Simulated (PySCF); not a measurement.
One of the candidates below gave these computed data.

All candidates are C3H10Si.

| technique | computed result |
| --- | --- |
| 13C NMR | chemical shifts (computed TMS as zero) by class: 10.9 (1 C), 6.8 (1 C), -6.5 (1 C) ppm [GIAO PBE0/pcSseg-1] |
| Triplet | lowest triplet excitation (Tamm–Dancoff): 7.85 eV [TDA wB97X-D/def2-SVPD] |
| XPS | Si2p3/2 106.2, C1s 290.1, C1s 290.1, C1s 290.6, Si1s 1846.0 eV [ΔSCF SCAN, pcX-2 on the ionised atom, pcseg-1 elsewhere, spin-free X2C, 2p3/2 from a spin–orbit splitting computed afterwards within the 2p shell] |
| UV, strongest line | among the 10 lowest singlet transitions: S7 at 9.17 eV (135 nm, f = 0.159) [TDDFT wB97X-D/def2-SVPD] |
| Dipole | 0.82 D [wB97X-D/def2-SVPD] |
| Rotational structure | rotational constants A, B, C: 14.966, 2.674, 2.437 GHz [PBE0-D3(BJ)/def2-SVP] |
| 1H NMR | chemical shifts (computed TMS as zero) by class: 3.98 (2 H), 1.07 (3 H), 0.56 (2 H), 0.16 (3 H) ppm [GIAO PBE0/pcSseg-1] |
| UV, first state | lowest singlet excitation: 8.10 eV (153 nm, f = 0.019) [TDDFT wB97X-D/def2-SVPD] |

Gas-phase values; electronic properties from PySCF, density fitting. Levels stand in brackets. Isolated species at its PBE0-D3(BJ)/def2-SVP geometry (one conformer only). NMR classes are plain means over equivalent atoms (diastereotopic ones count apart unless rotation or inversion swaps them), as if these changed places fast.

Question: Which candidate is it?
A. `[H][Si](C)(C)C` (SiHMe3)
B. `[H][Si]([H])(C)CC` (SiH2MeEt)
C. `[H][Si]([H])([H])C(C)C` (Si(iPr)H3)

Answer: B. It is `[H][Si]([H])(C)CC`. 3 carbons fall into 3 classes; from least to most shielded: carbon bonded to C and 3 H (10.9 ppm), carbon bonded to C, Si and 2 H (6.8 ppm), carbon bonded to Si and 3 H (-6.5 ppm). Hydrogen classes from least to most shielded: 2 H on a silicon bonded to 2 C and 2 H (3.98 ppm), 3 H on a carbon bonded to C and 3 H (1.07 ppm), 2 H on a carbon bonded to C, Si and 2 H (0.56 ppm), 3 H on a carbon bonded to Si and 3 H (0.16 ppm). The core levels belong to: Si2p3/2 106.2 eV, silicon bonded to 2 C and 2 H; C1s 290.1 eV, carbon bonded to C, Si and 2 H; C1s 290.1 eV, carbon bonded to Si and 3 H; C1s 290.6 eV, carbon bonded to C and 3 H; Si1s 1846.0 eV, silicon bonded to 2 C and 2 H. By its constants the optimised geometry is an asymmetric top.

The others, at the same levels:
- `[H][Si]([H])([H])C(C)C` fails: its computed core binding energies are Si2p3/2 106.4, C1s 290.2, C1s 290.6 (×2), Si1s 1846.2 eV, lowest singlet excitation is 7.82 eV (159 nm, f = 0.002) (against 8.10 eV) and lowest triplet excitation (Tamm–Dancoff) is 7.49 eV (against 7.85 eV).
- `[H][Si](C)(C)C` fails: its computed core binding energies are Si2p3/2 106.0, C1s 290.0 (×3), Si1s 1845.8 eV, rotational constant A is 5.280 GHz (against 14.966 GHz) and smallest rotational constant is 3.122 GHz (against 2.437 GHz).
